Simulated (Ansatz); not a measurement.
`[SiH3]O[CH2][ZnH]` + `C[SiH2]N` → `C[SiH2][NH][ZnH]` + `CO[SiH3]` at 600 K and 1 bar (ligand exchange at a Zn–C bond).

Isolated molecules relaxed with PBE0-D4/def2-TZVP in Ansatz; ΔE leaves out vibrations. CCSD(T)/CBS is the MP2 limit (def2-TZVPP, def2-QZVPP) plus CCSD(T) − MP2 in def2-TZVPP, frozen cores. For Zn outer-core shells are correlated without core-valence functions, which leaves a few kJ/mol of doubt a bond. Scalar relativity is left out up to krypton. Each species was taken in one conformer, which may not be the lowest.

| species | CCSD(T)/CBS energy (Eh) | H − E (kJ/mol) | S (J/(mol·K)) |
| --- | --- | --- | --- |
| `[SiH3]O[CH2][ZnH]` | -2184.28160 | 223.8 | 442.2 |
| `C[SiH2]N` | -386.08232 | 261.1 | 384.5 |
| `C[SiH2][NH][ZnH]` | -2164.46335 | 263.6 | 454.8 |
| `CO[SiH3]` | -405.93001 | 222.4 | 366.2 |

H − E and S are ideal-gas, rigid-rotor, harmonic terms from PBE0-D4/def2-TZVP, for one conformer and one mirror image of each species. 1 Eh = 2625.50 kJ/mol, R = 8.31446 J/(mol·K).

**Question.** By hand: ΔE, ΔH, ΔS and ΔG.

**Answer.** ΔE = (-2164.46335) + (-405.93001) − (-2184.28160) − (-386.08232) = -0.02944 Eh = -77.3 kJ/mol. Δ(H − E) = 263.6 + 222.4 − 223.8 − 261.1 = 1.1, so ΔH = -76.2 kJ/mol. ΔS = 454.8 + 366.2 − 442.2 − 384.5 = -5.7 J/(mol·K). ΔG = -76.2 − 600 × (-5.7)/1000 = -72.8 kJ/mol.

**Question.** By hand: the equilibrium constant, and the temperature at which ΔG would vanish if ΔH and ΔS stayed fixed.

**Answer.** log₁₀ K = −ΔG/(RT ln 10) = 6.3. ΔG = 0 at ΔH/ΔS = 13368 K, far beyond where these terms or the molecules hold.

The number of gas molecules stays the same, so ΔS is small and ΔH decides. A doubt of 5 kJ/mol in ΔE shifts log₁₀ K by 0.4 here. Other conformers and mirror images would add mixing entropy, several J/(mol·K) or more a flexible species. Modes under 60 cm⁻¹, often nearly free rotors, make the harmonic entropy too high. These are equilibria of isolated gas molecules and say nothing of rates. Largest T1 diagnostic: 0.014 (customary marks: 0.02 for closed shells, 0.045 for open ones).
